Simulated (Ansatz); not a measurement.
selenium dioxide (O₂Se), SMILES O=[Se]=O.

Geometry optimised at PBE0-D3(BJ)/def2-TZVP.

Two levels are set side by side: PBE/def2-TZVPD (Ansatz, an electronic-structure program) and PBE0/def2-TZVPD (Ansatz). Energy differences of separate SCF runs at the same geometry; the states with an electron removed or added have multiplicity 2 and 2. Differences are taken from unrounded values.

| quantity | PBE0 |
|---|---|
| vertical ionisation energy (eV) | 11.79 |
| vertical electron affinity (eV) | 1.78 |
| vertical singlet–triplet gap (eV) | 2.32 |

### Question
What does PBE give, and how far is it from PBE0? (The exact figures need the calculation; the answer reports its results.)

### Answer

```tsv
quantity	PBE	PBE minus PBE0
vertical ionisation energy (eV)	11.55	-0.25
vertical electron affinity (eV)	1.49	-0.30
vertical singlet–triplet gap (eV)	2.47	0.15
```
